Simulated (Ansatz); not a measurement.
`C[Si](F)(F)N=C=O`. Total charge 0; spin multiplicity 1.

```xyz
10

C     0.481    0.974    1.212
Si   -0.593   -0.155    0.255
F    -0.954   -1.445    1.100
F    -1.967    0.542   -0.109
N     0.139   -0.659   -1.183
C     0.291   -1.194   -2.242
O     0.482   -1.696   -3.271
H     1.421    0.481    1.471
H    -0.012    1.284    2.136
H     0.712    1.868    0.629
```

Q: Give the diagnostics of a CCSD(T)/def2-TZVPP run (frozen core, the Gaussian-basis code of Ansatz). (An estimate is asked.)

A: The calculation gave: T1 = 0.0140, largest single amplitude 0.027, largest double 0.023, (T) share of the correlation energy 3.8 %, 9 CCSD cycles. The RHF solution is stable towards an unrestricted one. T1 lies under the customary mark of 0.02 for closed shells.
